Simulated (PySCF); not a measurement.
Deuteron quadrupole couplings in `CC#C[C@@](C)([SiH3])[C@@H](F)[SiH3]`

Compound: C₆H₁₃FSi₂.
Atom-mapped SMILES: `[CH3:1][C:2]#[C:3][C@@:4]([CH3:5])([SiH3:6])[C@@H:7]([F:8])[SiH3:9]` (hydrogens: H10, H11, H12 on C1; H13, H14, H15 on C5; H16, H17, H18 on Si6; H19 on C7; H20, H21, H22 on Si9)

Cartesian coordinates in Å at the GFN2-xTB level; atoms count from 1:
```xyz
22
C6H13FSi2 angstrom
C      3.1384    0.6050    1.1148
C      1.8605    0.1918    0.5746
C      0.7980   -0.1314    0.1195
C     -0.4817   -0.5616   -0.4085
C     -0.4593   -0.4541   -1.9349
Si    -0.7747   -2.3834    0.1550
C     -1.6098    0.3170    0.1403
F     -2.0070   -0.1761    1.3897
Si    -1.1885    2.1737    0.3912
H      3.0597    1.6091    1.5319
H      3.8935    0.6095    0.3286
H      3.4534   -0.0807    1.9017
H     -1.3803   -0.8486   -2.3618
H      0.3775   -1.0197   -2.3391
H     -0.3521    0.5846   -2.2481
H     -2.1558   -2.7287   -0.1844
H      0.1537   -3.2204   -0.6091
H     -0.5158   -2.5003    1.5835
H     -2.4952    0.1852   -0.4949
H     -0.3573    2.2984    1.5815
H     -2.4583    2.8809    0.5733
H     -0.5094    2.6691   -0.8057
```

Level: PBE0/pcSseg-1 (PySCF, non-relativistic); Q(2H) = 0.00286 b; rigid geometry, the same for H and D, with no vibrational averaging.

Question: Rank these positions by the coupling χzz of a deuteron there, largest first.
A. H19 (methine hydrogen)
B. H21 (Si–H hydrogen)
C. H20 (Si–H hydrogen)
D. H10 (methyl hydrogen)

Answer: D (207 kHz), A (192 kHz), C (113 kHz), B (108 kHz).

Question: What are Vzz, η and χzz (234.96 MHz × Q × Vzz) at all hydrogens?

Answer: 
| atom | bonded to | bond length (Å) | Vzz (au) | η | χzz (kHz) |
| --- | --- | --- | --- | --- | --- |
| H10 | C1 | 1.090 | 0.3079 | 0.02 | 207 |
| H11 | C1 | 1.090 | 0.3082 | 0.02 | 207 |
| H12 | C1 | 1.090 | 0.3075 | 0.02 | 207 |
| H13 | C5 | 1.089 | 0.3109 | 0.03 | 209 |
| H14 | C5 | 1.088 | 0.3117 | 0.03 | 209 |
| H15 | C5 | 1.090 | 0.3073 | 0.03 | 207 |
| H16 | Si6 | 1.464 | 0.1633 | 0.02 | 110 |
| H17 | Si6 | 1.465 | 0.1622 | 0.02 | 109 |
| H18 | Si6 | 1.456 | 0.1683 | 0.02 | 113 |
| H19 | C7 | 1.098 | 0.2858 | 0.08 | 192 |
| H20 | Si9 | 1.457 | 0.1685 | 0.01 | 113 |
| H21 | Si9 | 1.465 | 0.1613 | 0.01 | 108 |
| H22 | Si9 | 1.463 | 0.1643 | 0.03 | 110 |

Question: Average by the element that carries the hydrogen.

Answer: on C: 205 kHz over 7 positions, mean bond length 1.091 Å; on Si: 111 kHz over 6 positions, mean bond length 1.462 Å.

Geometry: GFN2-xTB, one conformer, isolated molecule. GFN2-xTB bond lengths can be off by several hundredths of an ångström, more for odd bonds, and the gradients follow them. A larger basis could move these couplings by a tenth or more.
